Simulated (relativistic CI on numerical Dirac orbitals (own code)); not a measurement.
# Cs9+: computed level list

These numbers are calculated, not measured: Dirac-Coulomb-Breit CI, orbitals from a KLI potential per configuration, QED by a radiative potential, unscaled Slater integrals (own radial code, finite nucleus).

Configuration list (outside the closed core [Ar] 3d10): 4s²4p⁶4d¹⁰, 4s²4p⁶4d⁹4f, 4s²4p⁶4d⁹5s, 4s²4p⁶4d⁹5p, 4s²4p⁵4d¹⁰4f, 4s²4p⁶4d⁹5d, 4s²4p⁶4d⁹6s, 4s²4p⁶4d⁹6p, 4s²4p⁶4d⁹5f, 4s4p⁶4d¹⁰4f, 4s²4p⁶4d⁹6d, 4s²4p⁵4d¹⁰5s, 4s²4p⁶4d⁹5g, 4s²4p⁶4d⁹7s, 4s²4p⁶4d⁹7p, 4s²4p⁶4d⁹6f, 4s²4p⁵4d¹⁰5p, 4s²4p⁵4d¹⁰5d, 4s4p⁶4d¹⁰5s, 4s²4p⁵4d¹⁰6s, 4p⁶4d¹⁰4f², 4p⁶4d⁹4f³, 4p⁶4d⁹4f²5s, 4p⁶4d⁹4f²5p, 4p⁵4d¹⁰4f³, 4p⁶4d⁹4f²5d, 4p⁶4d⁹4f²6s. Double excitations out of closed p, d and f shells are left out; levels of such configurations are missing from the list, as are those of other unlisted configurations, and high levels can miss mixing partners. Some configurations lack a partner that the ground configuration has and come out too high, among them 4s²4p⁶4d⁹6p, 4s²4p⁶4d⁹5f, 4s²4p⁶4d⁹6d, 4s²4p⁵4d¹⁰5s, 4s²4p⁶4d⁹5g.

| No. | Configuration | Term | J | E (cm⁻¹) | % | Next component (%) | Landé g | jj configuration (%) |
| --- | --- | --- | --- | --- | --- | --- | --- | --- |
| 1 | 4s²4p⁶4d¹⁰ | ¹S | 0 | 0 | 100 |  |  | closed (100) |
| 2 | 4s²4p⁶4d⁹5s | ³D | 3 | 535704 | 100 |  | 1.333 | 4d5/2^5 5s (100) |
| 3 | 4s²4p⁶4d⁹5s | ³D | 2 | 539878 | 62 | 37 ¹D | 1.103 | 4d5/2^5 5s (95) |
| 4 | 4s²4p⁶4d⁹5s | ³D | 1 | 554602 | 100 |  | 0.497 | 4d3/2^3 4d5/2^6 5s (100) |
| 5 | 4s²4p⁶4d⁹5s | ¹D | 2 | 558994 | 62 | 37 ³D | 1.061 | 4d3/2^3 4d5/2^6 5s (95) |
| 6 | 4s²4p⁶4d⁹5p | ³P° | 2 | 665882 | 79 | 15 ³D° | 1.419 | 4d5/2^5 5p1/2 (88) |
| 7 | 4s²4p⁶4d⁹5p | ³F° | 3 | 671604 | 54 | 33 ¹F° | 1.086 | 4d5/2^5 5p1/2 (98) |
| 8 | 4s²4p⁶4d⁹5p | ³F° | 2 | 687454 | 88 | 6 ³D° | 0.735 | 4d3/2^3 4d5/2^6 5p1/2 (88) |
| 9 | 4s²4p⁶4d⁹5p | ³P° | 1 | 687929 | 81 | 18 ³D° | 1.315 | 4d3/2^3 4d5/2^6 5p1/2 (46) |
| 10 | 4s²4p⁶4d⁹5p | ³F° | 4 | 692114 | 100 |  | 1.250 | 4d5/2^5 5p3/2 (100) |
| 11 | 4s²4p⁶4d⁹5p | ¹D° | 2 | 699876 | 65 | 21 ³D° | 1.096 | 4d5/2^5 5p3/2 (80) |
| 12 | 4s²4p⁶4d⁹5p | ¹P° | 1 | 701422 | 85 | 12 ³D° | 0.953 | 4d3/2^3 4d5/2^6 5p1/2 (50) |
| 13 | 4s²4p⁶4d⁹5p | ³P° | 0 | 702763 | 98 | 2 4s²4p⁶4d⁹4f ³P° |  | 4d3/2^3 4d5/2^6 5p3/2 (98) |
| 14 | 4s²4p⁶4d⁹5p | ³D° | 3 | 703127 | 71 | 28 ¹F° | 1.238 | 4d5/2^5 5p3/2 (97) |
| 15 | 4s²4p⁶4d⁹4f | ³P° | 0 | 710485 | 98 | 2 4s²4p⁶4d⁹5p ³P° |  | 4d5/2^5 4f5/2 (98) |
| 16 | 4s²4p⁶4d⁹4f | ³P° | 1 | 713537 | 98 | 2 ³D° | 1.481 | 4d5/2^5 4f5/2 (64) |
| 17 | 4s²4p⁶4d⁹5p | ³F° | 3 | 714615 | 45 | 38 ¹F° | 1.091 | 4d3/2^3 4d5/2^6 5p3/2 (97) |
| 18 | 4s²4p⁶4d⁹5p | ³D° | 1 | 717330 | 69 | 15 ³P° | 0.729 | 4d3/2^3 4d5/2^6 5p3/2 (83) |
| 19 | 4s²4p⁶4d⁹4f | ³P° | 2 | 719836 | 90 | 5 ³D° | 1.460 | 4d5/2^5 4f7/2 (49) |
| 20 | 4s²4p⁶4d⁹5p | ³D° | 2 | 721253 | 57 | 28 ¹D° | 1.092 | 4d3/2^3 4d5/2^6 5p3/2 (93) |
| 21 | 4s²4p⁶4d⁹4f | ³H° | 6 | 731774 | 100 |  | 1.166 | 4d5/2^5 4f7/2 (100) |
| 22 | 4s²4p⁶4d⁹4f | ³H° | 5 | 735673 | 83 | 16 ¹H° | 1.029 | 4d5/2^5 4f5/2 (89) |
| 23 | 4s²4p⁶4d⁹4f | ³H° | 4 | 744698 | 87 | 6 ³G° | 0.828 | 4d3/2^3 4d5/2^6 4f5/2 (54) |
| 24 | 4s²4p⁶4d⁹4f | ³F° | 2 | 745293 | 38 | 35 ¹D° | 0.915 | 4d5/2^5 4f5/2 (77) |
| 25 | 4s²4p⁶4d⁹4f | ³D° | 3 | 745950 | 49 | 48 ³F° | 1.200 | 4d5/2^5 4f5/2 (62) |
| 26 | 4s²4p⁶4d⁹4f | ³F° | 4 | 748319 | 90 | 5 ³G° | 1.227 | 4d5/2^5 4f7/2 (84) |
| 27 | 4s²4p⁶4d⁹4f | ³D° | 1 | 752854 | 98 | 2 ³P° | 0.518 | 4d3/2^3 4d5/2^6 4f5/2 (44) |
| 28 | 4s²4p⁶4d⁹4f | ¹H° | 5 | 754222 | 58 | 34 ³G° | 1.070 | 4d5/2^5 4f7/2 (75) |
| 29 | 4s²4p⁶4d⁹4f | ³D° | 2 | 755632 | 52 | 41 ¹D° | 1.121 | 4d3/2^3 4d5/2^6 4f7/2 (59) |
| 30 | 4s²4p⁶4d⁹4f | ³D° | 3 | 757119 | 43 | 37 ³F° | 1.147 | 4d5/2^5 4f7/2 (38) |
| 31 | 4s²4p⁶4d⁹4f | ¹G° | 4 | 762794 | 50 | 38 ³G° | 0.993 | 4d5/2^5 4f5/2 (49) |
| 32 | 4s²4p⁶4d⁹4f | ³F° | 2 | 763685 | 61 | 21 ¹D° | 0.823 | 4d3/2^3 4d5/2^6 4f5/2 (89) |
| 33 | 4s²4p⁶4d⁹4f | ³G° | 5 | 765657 | 65 | 25 ¹H° | 1.133 | 4d3/2^3 4d5/2^6 4f7/2 (66) |
| 34 | 4s²4p⁶4d⁹4f | ³G° | 3 | 772984 | 76 | 14 ³F° | 0.835 | 4d3/2^3 4d5/2^6 4f7/2 (46) |
| 35 | 4s²4p⁶4d⁹4f | ³G° | 4 | 775740 | 51 | 40 ¹G° | 1.048 | 4d3/2^3 4d5/2^6 4f7/2 (92) |
| 36 | 4s²4p⁶4d⁹4f | ¹F° | 3 | 786926 | 85 | 11 ³G° | 0.982 | 4d3/2^3 4d5/2^6 4f5/2 (58) |
| 37 | 4s²4p⁶4d⁹5d | ³S | 1 | 889212 | 83 | 15 ³P | 1.909 | 4d5/2^5 5d3/2 (62) |
| 38 | 4s²4p⁶4d⁹5d | ³G | 4 | 901545 | 57 | 41 ¹G | 1.033 | 4d5/2^5 5d3/2 (97) |
| 39 | 4s²4p⁶4d⁹5d | ³P | 2 | 902423 | 59 | 38 ³D | 1.349 | 4d5/2^5 5d3/2 (81) |
| 40 | 4s²4p⁶4d⁹5d | ¹P | 1 | 903415 | 52 | 23 ³D | 1.019 | 4d5/2^5 5d5/2 (66) |
| 41 | 4s²4p⁶4d⁹5d | ³G | 5 | 903991 | 100 |  | 1.200 | 4d5/2^5 5d5/2 (100) |
| 42 | 4s²4p⁶4d⁹5d | ³D | 3 | 906248 | 59 | 30 ³F | 1.203 | 4d5/2^5 5d3/2 (77) |
| 43 | 4s²4p⁶4d⁹5d | ¹F | 3 | 909756 | 40 | 28 ³D | 1.048 | 4d5/2^5 5d5/2 (76) |
| 44 | 4s²4p⁶4d⁹5d | ¹D | 2 | 910363 | 43 | 23 ³P | 1.101 | 4d5/2^5 5d5/2 (77) |
| 45 | 4s²4p⁶4d⁹5d | ³F | 4 | 912150 | 75 | 20 ¹G | 1.190 | 4d5/2^5 5d5/2 (95) |
| 46 | 4s²4p⁶4d⁹5d | ³P | 0 | 912442 | 99 | 1 ¹S |  | 4d5/2^5 5d5/2 (50) |
| 47 | 4s²4p⁶4d⁹5d | ¹P | 1 | 917855 | 44 | 35 ³P | 1.255 | 4d3/2^3 4d5/2^6 5d3/2 (51) |
| 48 | 4s²4p⁶4d⁹5d | ³G | 3 | 920678 | 70 | 23 ¹F | 0.831 | 4d3/2^3 4d5/2^6 5d3/2 (90) |
| 49 | 4s²4p⁶4d⁹5d | ³D | 1 | 922871 | 68 | 27 ³P | 0.817 | 4d3/2^3 4d5/2^6 5d5/2 (52) |
| 50 | 4s²4p⁶4d⁹5d | ³G | 4 | 925588 | 39 | 39 ¹G | 1.075 | 4d3/2^3 4d5/2^6 5d5/2 (97) |
| 51 | 4s²4p⁶4d⁹5d | ¹D | 2 | 927307 | 54 | 27 ³D | 1.116 | 4d3/2^3 4d5/2^6 5d5/2 (59) |
| 52 | 4s²4p⁶4d⁹5d | ³F | 2 | 928605 | 81 | 15 ³D | 0.765 | 4d3/2^3 4d5/2^6 5d3/2 (62) |
| 53 | 4s²4p⁶4d⁹5d | ³F | 3 | 931129 | 53 | 34 ¹F | 1.082 | 4d3/2^3 4d5/2^6 5d5/2 (95) |
| 54 | 4s²4p⁶4d⁹4f | ¹P° | 1 | 942670 | 89 | 9 4s²4p⁶4d⁹5f ¹P° | 1.000 | 4d5/2^5 4f7/2 (47) |
| 55 | 4s²4p⁶4d⁹5d | ¹S | 0 | 979621 | 95 | 3 4s²4p⁶4d⁹6d ¹S |  | 4d3/2^3 4d5/2^6 5d3/2 (49) |
| 56 | 4s²4p⁶4d⁹6s | ³D | 3 | 1041225 | 100 |  | 1.333 | 4d5/2^5 6s (100) |
| 57 | 4s²4p⁶4d⁹6s | ¹D | 2 | 1042553 | 54 | 46 ³D | 1.076 | 4d5/2^5 6s (100) |
| 58 | 4s²4p⁶4d⁹6s | ³D | 1 | 1060182 | 100 |  | 0.497 | 4d3/2^3 4d5/2^6 6s (100) |
| 59 | 4s²4p⁶4d⁹6s | ³D | 2 | 1061209 | 54 | 46 ¹D | 1.089 | 4d3/2^3 4d5/2^6 6s (100) |
| 60 | 4s²4p⁶4d⁹6p | ³P° | 2 | 1097936 | 78 | 17 ³D° | 1.415 | 4d5/2^5 6p1/2 (89) |
| 61 | 4s²4p⁶4d⁹6p | ³F° | 3 | 1100520 | 50 | 36 ¹F° | 1.086 | 4d5/2^5 6p1/2 (99) |
| 62 | 4s²4p⁶4d⁹6p | ³F° | 4 | 1109397 | 100 |  | 1.250 | 4d5/2^5 6p3/2 (100) |
| 63 | 4s²4p⁶4d⁹6p | ³P° | 1 | 1109691 | 54 | 37 ¹P° | 1.227 | 4d5/2^5 6p3/2 (93) |
| 64 | 4s²4p⁶4d⁹6p | ¹D° | 2 | 1111370 | 43 | 24 ³D° | 1.073 | 4d5/2^5 6p3/2 (86) |
| 65 | 4s²4p⁶4d⁹6p | ³D° | 3 | 1113658 | 77 | 23 ¹F° | 1.257 | 4d5/2^5 6p3/2 (99) |
| 66 | 4s²4p⁶4d⁹6p | ³F° | 2 | 1119154 | 73 | 27 ¹D° | 0.756 | 4d3/2^3 4d5/2^6 6p1/2 (95) |
| 67 | 4s²4p⁶4d⁹6p | ¹P° | 1 | 1120529 | 59 | 21 ³P° | 1.011 | 4d3/2^3 4d5/2^6 6p1/2 (88) |
| 68 | 4s²4p⁶4d⁹6p | ³P° | 0 | 1123697 | 62 | 38 4s²4p⁶4d⁹5f ³P° |  | 4d3/2^3 4d5/2^6 6p3/2 (62) |
| 69 | 4s²4p⁶4d⁹5f | ³P° | 0 | 1126089 | 62 | 38 4s²4p⁶4d⁹6p ³P° |  | 4d5/2^5 5f5/2 (62) |
| 70 | 4s²4p⁶4d⁹5f | ³P° | 1 | 1126904 | 84 | 12 ³D° | 1.346 | 4d5/2^5 5f5/2 (78) |

Energies count from the lowest computed level; ° marks odd parity. Filled j subshells are mostly left out of the jj labels.

The mean weight of the leading LS term, summed over parents, in these 70 levels is 71 %, and that of the leading jj configuration (from the same eigenvectors) 79 %.

At this charge transitions that keep the count of f electrons are usually good to a few per cent. Levels and lines within the n = 5 or 6 shells can be off by up to 10 % or somewhat more, and those that change n by about 2 %, since core polarisation is missing. Levels that differ in their count of f electrons can be misplaced by several ten thousand cm⁻¹, since the correlation energy of f electrons is missing or only estimated; rates across such gaps can be off by orders of magnitude.

LS names give the leading component of a level, which can be under half, so a name can repeat, a term be missing and a line seem to break the LS rules.
